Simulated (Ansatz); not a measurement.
Start from `[CH3][Nb](=[O])([OH])[F]` and change one atom or group to get `[CH3][Nb](=[O])([OH])[OH]`.

Ansatz, PBE0-D4/def2-TZVP geometries, multiplicity 1. Each molecule was computed in one conformer, which needn't be the lowest.

Elements past krypton have def2 core potentials.

```json
{"property": "HOMO–LUMO gap (B3LYP/def2-TZVPP) / eV", "`[CH3][Nb](=[O])([OH])[F]`": "6.36"}
{"property": "zero-point energy (PBE0-D4/def2-TZVP) / kJ/mol", "`[CH3][Nb](=[O])([OH])[F]`": "140.6"}
{"property": "size of the dipole moment (B3LYP/def2-TZVPP) / D", "`[CH3][Nb](=[O])([OH])[F]`": "2.40"}
{"property": "HOMO energy (PBE/def2-TZVPP) / eV", "`[CH3][Nb](=[O])([OH])[F]`": "-7.12"}
{"property": "size of the dipole moment (ωB97M-V/def2-TZVPP) / D", "`[CH3][Nb](=[O])([OH])[F]`": "2.37"}
{"property": "HOMO–LUMO gap (PBE/def2-TZVPP) / eV", "`[CH3][Nb](=[O])([OH])[F]`": "4.58"}
```

**Question.** What does the change do to each property? (Best estimate.)

**Answer.** Ansatz gave: 
| property | `[CH3][Nb](=[O])([OH])[OH]` | shift |
| --- | --- | --- |
| HOMO–LUMO gap (B3LYP/def2-TZVPP) / eV | 6.44 | 0.08 |
| zero-point energy (PBE0-D4/def2-TZVP) / kJ/mol | 169.3 | 28.7 |
| size of the dipole moment (B3LYP/def2-TZVPP) / D | 1.10 | -1.30 |
| HOMO energy (PBE/def2-TZVPP) / eV | -6.72 | 0.40 |
| size of the dipole moment (ωB97M-V/def2-TZVPP) / D | 1.14 | -1.23 |
| HOMO–LUMO gap (PBE/def2-TZVPP) / eV | 4.66 | 0.08 |

With PBE0 the HOMO rises by 0.41 eV and the LUMO rises by 0.49 eV, so the gap widens by about 0.08 eV. PBE moves the HOMO by 0.40 eV and ωB97M-V by 0.39 eV. The zero-point energy changes by 28.7 kJ/mol with +3 modes. Dipoles are sizes alone; their direction can turn.

B3LYP here is the variant with VWN-RPA as its local correlation; programs differ in this.
